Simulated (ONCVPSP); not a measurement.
**Potentials for zinc compared**

Generated with ld1.x 7.5 (TM, RRKJ, ultrasoft, PAW), atompaw 4.2 or ONCVPSP 4.0.1. The cutoff is in Ry: for ld1.x and atompaw files where the sum of valence levels is converged to 10 mRy in a Bessel basis, for ONCV files where the hardest occupied wave has 1 mHa per electron of residual kinetic energy. The error is the largest all-electron minus pseudo excitation energy over each file’s own four to seven test configurations (ionisations up to +4, promotions, holes and added fractions of an electron), all of which were solved. The labels leave out finer settings (local radius, basis sizes, second energies), which also bear on the numbers. Spin-polarised tests are not counted. The rows are a selection from randomly drawn settings: files with unsolved tests, undetermined cutoffs or missed reference levels are left out.

A true bound ghost makes a file unfit for plane-wave use even where its test errors are small: the radial tests pick states by their node count and pass the ghost by.

```tsv
potential	cutoff (Ry)	largest error (meV)	bound ghosts
ONCV, PBEsol, non-relativistic, rc 1.35/0.85/0.70 (spd), local smoothed, core correction yes, reference 3s2 3p6 3d10 4s2, qcut 7.4/12.6/15.7, projectors 2/1/1	595	+33	none
ONCV, PBE, scalar-relativistic, rc 0.95/0.90/1.15/1.05 (spdf), local smoothed, core correction no, reference 3s2 3p6 3d10 4s2, qcut 16.8/16.6/15.7/9.5, projectors 2/2/2/2	174	+12	none
ONCV, PW91, scalar-relativistic, rc 1.35/0.95/1.40 (spd), local smoothed, core correction yes, reference 3s2 3p6 3d10 4s2, qcut 9.2/13.5/8.9, projectors 2/2/1	102	+72	none
ONCV, PW91, scalar-relativistic, rc 1.20/0.70/1.25 (spd), local smoothed, core correction yes, reference 3s2 3p6 3d10 4s2, qcut 8.3/12.3/10.5, projectors 2/1/2	149	+69	none
ONCV, revPBE, scalar-relativistic, rc 1.10/0.90/1.35 (spd), local smoothed, core correction yes, reference 3s2 3p6 3d10 4s2, qcut 14.3/15.2/11.6, projectors 2/3/2	119	+60	none
ONCV, PBE, scalar-relativistic, rc 1.50/1.35/1.45 (spd), local smoothed, core correction yes, reference 3d10, qcut 3.6/6.4/11.8, projectors 2/3/2	113	-136	p
ONCV, PBE, scalar-relativistic, rc 0.90/0.95/1.30 (spd), local smoothed, core correction yes, reference 3s2 3p6 3d10 4s1.5, qcut 12/17.7/14.1, projectors 2/3/1	140	+2.6	none
```

Question: Fill in the row for Zn: ONCV, LDA (Perdew-Zunger), scalar-relativistic, rc 1.05/1.00/0.65/0.95 (spdf), local smoothed, core correction yes, reference 3s2 3p6 3d9, qcut 11.4/10.9/17.2/12.6, projectors 2/2/1/2.

Answer: cutoff 617 Ry, largest error +3.1 meV, bound ghosts: none.

Question: Fill in the row for Zn: ONCV, PBE, scalar-relativistic, rc 0.70/0.80/0.75 (spd), local smoothed, core correction no, reference 3s2 3p6 3d10, qcut 7.4/13.3/14.1, projectors 1/2/2.

Answer: cutoff 728 Ry, largest error +912 meV, bound ghosts: none.
